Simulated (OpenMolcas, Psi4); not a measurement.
## A ladder of methods for C2H5GeN (SMILES C1=[N][GeH2][CH2]1)

The species is C2H5GeN (9 atoms), meant as a singlet with charge 0. SMILES: `C1=[N][GeH2][CH2]1`. The shape is that of a PBE0-D4/def2-TZVP optimisation.

Quantity: the dipole moment, in D. The values are calculated.

```json
{"level": "SVWN5/def2-SVP", "kind": "LDA", "program": "OpenMolcas", "value (D)": "2.39", "CPU time": "57 s"}
{"level": "BLYP/def2-SVP", "kind": "GGA", "program": "OpenMolcas", "value (D)": "2.27", "CPU time": "64 s"}
{"level": "PBE/def2-SVP", "kind": "GGA", "program": "OpenMolcas", "value (D)": "2.31", "CPU time": "85 s"}
{"level": "M06-L/def2-SVP", "kind": "meta-GGA", "program": "OpenMolcas", "value (D)": "2.44", "CPU time": "63 s"}
{"level": "TPSS/def2-SVP", "kind": "meta-GGA", "program": "OpenMolcas", "value (D)": "2.33", "CPU time": "73 s"}
{"level": "B3LYP/def2-SVP", "kind": "global hybrid", "program": "OpenMolcas", "value (D)": "2.39", "CPU time": "83 s"}
{"level": "PBE0-D4/def2-SVP (density fitting)", "kind": "global hybrid", "program": "Psi4", "value (D)": "2.44", "CPU time": "12 s"}
{"level": "PBE0/def2-SVP", "kind": "global hybrid", "program": "OpenMolcas", "value (D)": "2.44", "CPU time": "58 s"}
```

All-electron rows without a relativistic Hamiltonian named are non-relativistic. The values span 2.27 to 2.44 D. Magnitudes only. CPU times are rough (shared hosts, several kinds of processor and program).
